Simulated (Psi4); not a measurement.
C$_{2}$H$_{5}$O (SMILES CC[O-]), charge -1, singlet, at a GFN2-xTB geometry (a gas-phase anion, which may not be bound at this level); B3LYP/6-31G*, TDA run with Psi4.

The Psi4 input:
```
memory 2 GB

molecule {
-1 1
  C     1.14079889   -0.41047783   -0.00910137
  C    -0.15104036    0.49608328   -0.00011144
  O    -1.28599144   -0.12785782    0.01201976
  H     0.01912236    1.20779716    0.90182864
  H     0.00273178    1.20239996   -0.90920924
  H     2.05088849    0.19671438   -0.01914757
  H     1.14631297   -1.04620846    0.87611273
  H     1.13032475   -1.05147317   -0.89046572
symmetry c1
}

set basis 6-31g*
set puream true
set save_jk true
set tdscf_states [5]
set tdscf_tda true
set d_convergence 1e-8

energy('td-b3lyp')
print_variables()
```

Task: Predict the main parts of the log of this Psi4 run.

Result: 
```
   => Loading Basis Set <=

    Name: 6-31G*
    Role: ORBITAL
    Keyword: BASIS

         ---------------------------------------------------------
                                   SCF
               by Justin Turney, Rob Parrish, Andy Simmonett
                          and Daniel G. A. Smith
                              RKS Reference
         ---------------------------------------------------------

  ==> Geometry <==

    Molecular point group: c1
    Full point group: C1

    Geometry (in Angstrom), charge = -1, multiplicity = 1:

       Center              X                  Y                   Z               Mass
    ------------   -----------------  -----------------  -----------------  -----------------
         C            1.236477770994    -0.399273085619    -0.010000695460    12.000000000000
         C           -0.055361479006     0.507288024381    -0.001010765460    12.000000000000
         O           -1.190312559006    -0.116653075619     0.011120434540    15.994914619570
         H            0.114801240994     1.219001904381     0.900929314540     1.007825032230
         H            0.098410660994     1.213604704381    -0.910108565460     1.007825032230
         H            2.146567370994     0.207919124381    -0.020046895460     1.007825032230
         H            1.241991850994    -1.035003715619     0.875213404540     1.007825032230
         H            1.226003630994    -1.040268425619    -0.891365045460     1.007825032230

  Running in c1 symmetry.

  Rotational constants: A =      1.32211  B =      0.31867  C =      0.28476 [cm^-1]
  Rotational constants: A =  39635.74302  B =   9553.35605  C =   8536.81674 [MHz]
  Nuclear repulsion =   74.346467934987842

  Charge       = -1
  Multiplicity = 1
  Electrons    = 26
  Nalpha       = 13
  Nbeta        = 13

  ==> Algorithm <==

  SCF Algorithm Type is DF.
  DIIS enabled.
  MOM disabled.
  Fractional occupation disabled.
  Guess Type is SAD.
  Energy threshold   = 1.00e-06
  Density threshold  = 1.00e-08
  Integral threshold = 1.00e-12

  ==> Primary Basis <==

  Basis Set: 6-31G*
    Blend: 6-31G*
    Number of shells: 28
    Number of basis functions: 52
    Number of Cartesian functions: 55
    Spherical Harmonics?: true
    Max angular momentum: 2

  ==> DFT Potential <==

   => LibXC <=

    Version 7.1.2
    S. Lehtola, C. Steigemann, M. J. T. Oliveira, and M. A. L. Marques,  SoftwareX 7, 1–5 (2018) (10.1016/j.softx.2017.11.002)

   => Composite Functional: B3LYP <=

    B3LYP Hyb-GGA Exchange-Correlation Functional

    P. J. Stephens, F. J. Devlin, C. F. Chabalowski, and M. J. Frisch,  J. Phys. Chem. 98, 11623 (1994) (10.1021/j100096a001)

    Deriv               =              1
    GGA                 =           TRUE
    Meta                =          FALSE

    Exchange Hybrid     =           TRUE
    MP2 Hybrid          =          FALSE

   => Exchange Functionals <=

    0.0800   Slater exchange
    0.7200         Becke 88

   => Exact (HF) Exchange <=

    0.2000               HF

   => Correlation Functionals <=

    0.1900   Vosko, Wilk & Nusair (VWN5_RPA)
    0.8100   Lee, Yang & Parr

   => LibXC Density Thresholds  <==

    XC_HYB_GGA_XC_B3LYP:  1.00E-15

   => Molecular Quadrature <=

    Radial Scheme          =       TREUTLER
    Pruning Scheme         =           NONE
    Nuclear Scheme         =       TREUTLER

    Blocking Scheme        =         OCTREE
    BS radius alpha        =              1
    Pruning alpha          =              1
    Radial Points          =             75
    Spherical Points       =            302
    Total Points           =         172082
    Total Blocks           =           1341
    Max Points             =            256
    Max Functions          =             52
    Weights Tolerance      =       1.00E-15

   => Loading Basis Set <=

    Name: (6-31G* AUX)
    Role: JKFIT
    Keyword: DF_BASIS_SCF

  ==> Integral Setup <==

  SCF_SUBTYPE=INCORE selected. In-core MEM_DF algorithm will be used.
  Using in-core AOs.

  ==> MemDFJK: Density-Fitted J/K Matrices <==

    J tasked:                   Yes
    K tasked:                   Yes
    wK tasked:                   No
    Algorithm:                 Core
    Schwarz Cutoff:           1E-12
    Mask sparsity (%):       0.0740
    Fitting Condition:        1E-10

   => Auxiliary Basis Set <=

  Basis Set: (6-31G* AUX)
    Blend: CC-PVDZ-JKFIT
    Number of shells: 117
    Number of basis functions: 325
    Number of Cartesian functions: 368
    Spherical Harmonics?: true
    Max angular momentum: 3

  Minimum eigenvalue in the overlap matrix is 7.9221493623E-03.
  Reciprocal condition number of the overlap matrix is 1.6411984320E-03.
    Using symmetric orthogonalization.

  ==> Pre-Iterations <==

  SCF Guess: Superposition of Atomic Densities via on-the-fly atomic UHF (no occupation information).

   -------------------------
    Irrep   Nso     Nmo
   -------------------------
     A         52      52
   -------------------------
    Total      52      52
   -------------------------

  ==> Iterations <==

                           Total Energy        Delta E     RMS |[F,P]|

   @DF-RKS iter SAD:  -153.77642128881371   -1.53776e+02   0.00000e+00
   @DF-RKS iter   1:  -153.95783602213669   -1.81415e-01   1.78780e-02 DIIS/ADIIS
   @DF-RKS iter   2:  -152.27415173049309    1.68368e+00   3.69771e-02 DIIS/ADIIS
   @DF-RKS iter   3:  -154.31023477897995   -2.03608e+00   7.60202e-03 DIIS/ADIIS
   @DF-RKS iter   4:  -154.37959290095765   -6.93581e-02   3.26256e-03 DIIS/ADIIS
   @DF-RKS iter   5:  -154.39248922390311   -1.28963e-02   3.41624e-04 DIIS/ADIIS
   @DF-RKS iter   6:  -154.39265436491627   -1.65141e-04   1.43696e-04 DIIS/ADIIS
   @DF-RKS iter   7:  -154.39267771564027   -2.33507e-05   3.68467e-05 DIIS
   @DF-RKS iter   8:  -154.39267958869326   -1.87305e-06   4.26589e-06 DIIS
   @DF-RKS iter   9:  -154.39267961551468   -2.68214e-08   5.02058e-07 DIIS
[...]
  @DF-RKS Final Energy:  -154.39267961584449
    Total Energy =                       -154.3926796158444859
[...]
     Multipole            Electronic (a.u.)      Nuclear  (a.u.)        Total (a.u.)
 ------------------------------------------------------------------------------------

 L = 1.  Multiply by 2.5417464519 to convert [e a0] to [Debye]
 Dipole X            :         -3.4405655            4.5201720            1.0796065
 Dipole Y            :         -0.7119727            0.5293475           -0.1826252
 Dipole Z            :          0.0332603           -0.0424869           -0.0092266
 Magnitude           :                                                    1.0949828

 ------------------------------------------------------------------------------------

******************************************************************************************
**********                               WARNING                                **********
**********       The names of excited state variables changed between 1.5       **********
**********     and 1.6. For a quick solution, remove the symmetry specifier     **********
**********   from the variable name. For full details, see 'Notes on Psivars'   **********
**********                        in the documentation.                         **********
******************************************************************************************

         ---------------------------------------------------------
                         TDSCF excitation energies
                 by Andrew M. James and Daniel G. A. Smith
         ---------------------------------------------------------

  ==> Options <==

     Residual threshold  : 1.0000e-06
     Initial guess       : denominators
     Reference           : RHF
     Solver type         : TDA (Davidson)

  ==> Requested Excitations <==

      5 singlet states with A symmetry

  ==> Seeking the lowest 5 singlet states with A symmetry

                         Generalized Davidson Solver
                               By Ruhee Dcunha

  ==> Options <==

    Max number of iterations        = 60
    Eigenvector tolerance           = 1.0000e-06
    Max number of expansion vectors = 1500

  => Iterations <=
                           Max[D[value]]     Max[|R|]   # vectors
  DavidsonSolver iter   1:   2.49450e-01  5.45426e-02     20
  DavidsonSolver iter   2:   2.41033e-03  8.93499e-03     25
  DavidsonSolver iter   3:   8.35214e-05  2.25296e-03     30
  DavidsonSolver iter   4:   4.55993e-06  3.39306e-04     35
  DavidsonSolver iter   5:   9.06966e-08  3.63020e-05     40
  DavidsonSolver iter   6:   1.00096e-09  3.23074e-06     44
  DavidsonSolver iter   7:   7.71788e-12  3.11465e-07     46      Converged

******************************************************************************************
**********                               WARNING                                **********
**********  Length-gauge rotatory strengths are **NOT** gauge-origin invariant  **********
******************************************************************************************

                                    Excitation Energy         Total Energy        Oscillator Strength             Rotatory Strength
     #   Sym: GS->ES (Trans)        au              eV              au          au (length)    au (velocity)    au (length)    au (velocity)
    ---- -------------------- --------------- --------------- --------------- --------------- --------------- --------------- ---------------
     1        A->A (1 A)       0.19031         5.17855        -154.20237       0.0070          0.0029          0.0000          0.0000
     2        A->A (1 A)       0.20041         5.45332        -154.19227       0.0301          0.0042         -0.0000         -0.0000
     3        A->A (1 A)       0.23721         6.45491        -154.15547       0.0363          0.0052          0.0000          0.0000
     4        A->A (1 A)       0.23774         6.46923        -154.15494       0.0247          0.0108         -0.0000         -0.0000
     5        A->A (1 A)       0.24865         6.76623        -154.14403       0.0140          0.0015          0.0000          0.0000

Contributing excitations
Only contributions with abs(coeff) > 1.00e-01 will be printed:

Excited State    1 (1 A):   0.19031 au   239.42 nm f = 0.0070
  Sums of squares: Xssq =  1.000000e+00
     13a  ->  14a     0.997290 (99.459%)

Excited State    2 (1 A):   0.20041 au   227.36 nm f = 0.0301
  Sums of squares: Xssq =  1.000000e+00
     12a  ->  14a    -0.974504 (94.966%)
     12a  ->  17a     0.116029 ( 1.346%)
     13a  ->  18a    -0.162703 ( 2.647%)

Excited State    3 (1 A):   0.23721 au   192.08 nm f = 0.0363
  Sums of squares: Xssq =  1.000000e+00
     12a  ->  16a    -0.241332 ( 5.824%)
     13a  ->  15a    -0.965459 (93.211%)

Excited State    4 (1 A):   0.23774 au   191.65 nm f = 0.0247
  Sums of squares: Xssq =  1.000000e+00
     12a  ->  15a     0.939905 (88.342%)
     13a  ->  16a     0.322890 (10.426%)

Excited State    5 (1 A):   0.24865 au   183.24 nm f = 0.0140
  Sums of squares: Xssq =  1.000000e+00
     12a  ->  16a     0.777397 (60.435%)
     13a  ->  15a    -0.201245 ( 4.050%)
     13a  ->  17a     0.589378 (34.737%)

******************************************************************************************
**********                               WARNING                                **********
**********       The names of excited state variables changed between 1.5       **********
**********     and 1.6. For a quick solution, remove the symmetry specifier     **********
**********   from the variable name. For full details, see 'Notes on Psivars'   **********
**********                        in the documentation.                         **********
******************************************************************************************

  Variable Map:
  ----------------------------------------------------------------------------
[...]
  Array Variable Map:
  ----------------------------------------------------------------------------
[...]
[...]
```
